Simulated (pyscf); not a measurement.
## H₃C–SnH₂• (SMILES [CH3][SnH2]), doublet

Gas-phase minimum from PySCF at ωB97X-D3(BJ)/def2-SVP, one conformer. Other isomers of H₃C–SnH₂• were not searched in full and may lie lower. 

```xyz
7

C      0.5247     1.4588    -0.8324
Sn    -0.0096    -0.4017     0.1208
H      0.9782     1.2684    -1.8154
H     -0.3844     2.0651    -0.9681
H      1.2375     2.0167    -0.2089
H     -1.1570    -1.2364    -0.8599
H     -0.7420    -0.0709     1.6470
```
Charge 0, spin multiplicity 2.

Bonded distances (Å): C1–Sn2 2.158, C1–H3 1.099, C1–H4 1.101, C1–H5 1.099, Sn2–H6 1.725, Sn2–H7 1.725. Angles (°): Sn2–C1–H3 110.4, Sn2–C1–H4 108.9, Sn2–C1–H5 110.3, H3–C1–H4 109.0, H3–C1–H5 109.1, H4–C1–H5 109.0, C1–Sn2–H6 109.3, C1–Sn2–H7 109.3, H6–Sn2–H7 108.3.

Properties at ωB97X-D3(BJ)/def2-SVP:

```
Item                                                                                                                                                                                                   Result
---------------------------------------------------------------------------------------------------------------------  --------------------------------------------------------------------------------------
Harmonic wavenumbers, unscaled                                                                                         116, 429, 492, 532, 721, 772, 794, 1225, 1441, 1447, 1883, 1901, 3078, 3188, 3203 cm⁻¹
Zero-point energy                                                                                                                                                                               30.3 kcal/mol
Rotational symmetry number                                                                                                                                                                                  1
Entropy of this conformer at 298 K and 1 atm, rigid rotor and harmonic oscillator, modes under 100 cm⁻¹ raised to 100                                                                         294.3 J/(mol K)
Dipole moment                                                                                                                                                                                          0.76 D
Spin expectation value S2                                                                                                                                                                               0.751
```

Single-point totals, which compare only within one level (frozen core for MP2 and CC):

| level | total energy (hartree) |
|---|---|
| ωB97X-D3(BJ)/def2-TZVP | -255.48213 |
| PBE/def2-TZVP | -255.30678 |
| r²SCAN/def2-TZVP | -255.42943 |
| B3LYP-D3(BJ)/def2-TZVP | -255.46489 |
| PBE0-D3(BJ)/def2-TZVP | -255.33150 |
| M06-2X/def2-TZVP | -255.28056 |
| ωB97M-D3(BJ)/def2-TZVP | -255.42106 |
| UHF/def2-TZVPP | -254.10345 |
| MP2/def2-TZVPP | -254.60468 |
| CCSD/def2-TZVPP | -254.62662 |
| CCSD(T)/def2-TZVPP | -254.64250 |

Soft torsions are taken as harmonic, which can shift the entropy by several J/(mol K). The CCSD(T) − MP2 part came from Ansatz, without density fitting, on the same reference. The frozen core leaves the outer d or s,p core shells of the metals and heavy elements correlated in the MP2 and CC values, and def2-TZVPP describes them poorly, so these totals are far from the basis limit. Elements past Kr carry the def2 core potentials, without spin-orbit coupling.
